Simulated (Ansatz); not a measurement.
Harmonic frequencies (cm⁻¹) at PBE0-D4/def2-TZVP from Ansatz: 41, 76, 102, 114, 158, 205, 283, 359, 378, 398, 450, 533, 605, 808, 928, 1014, 1019, 1059, 1170, 1385, 1423, 1508, 1557, 1690, 3076, 3077, 3231.

Q: Which molecule is it?
A. `[F][In-]1([Cl])[O]C=CC=[O+]1`
B. `[CH3][Al-]1([Cl])[O]C=CC=[O+]1`
C. `[OH][Ti-]1([F])([F])[O]C=CC=[O+]1`
D. `[Li-]1[O]C=CC=[O+]1`

A: A.
